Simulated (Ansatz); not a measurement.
Si₆Ge⁻ (the lowest doublet isomer of a short search). The state is a doublet with charge -1. Geometry PBE-D4/def2-SVPD, basis def2-TZVPD, Ansatz.

Cartesian coordinates in Å:
```
Si -0.802 0.023 -1.796
Si -1.451 0.386 2.219
Si 1.002 0.108 1.925
Si 1.299 -0.203 -0.378
Si -0.606 1.346 0.243
Si 1.451 -0.361 -2.677
Ge -0.894 -1.300 0.464
```

```json
{"run": "A", "HOMO (eV)": "-0.89", "LUMO (eV)": "0.04"}
{"run": "B", "HOMO (eV)": "-1.54", "LUMO (eV)": "0.62"}
{"run": "C", "HOMO (eV)": "-0.78", "LUMO (eV)": "-0.06"}
{"run": "D", "HOMO (eV)": "-1.06", "LUMO (eV)": "0.10"}
```

The structure comes from a short search, and lower isomers may exist.

HOMO and LUMO are taken over both spins.

Q: The runs used B97M-V, PBE, PBE0, r2SCAN. Estimate which is which.

A: A B97M-V (0 % exact exchange); B PBE0 (25 % exact exchange); C PBE (0 % exact exchange); D r2SCAN (0 % exact exchange). Exact exchange lowers occupied and raises empty levels; among semilocal functionals meta-GGAs tend to open the gap a little, and such runs are hard to tell apart. The gap grows from 0.72 eV (PBE) to 2.16 eV (PBE0).
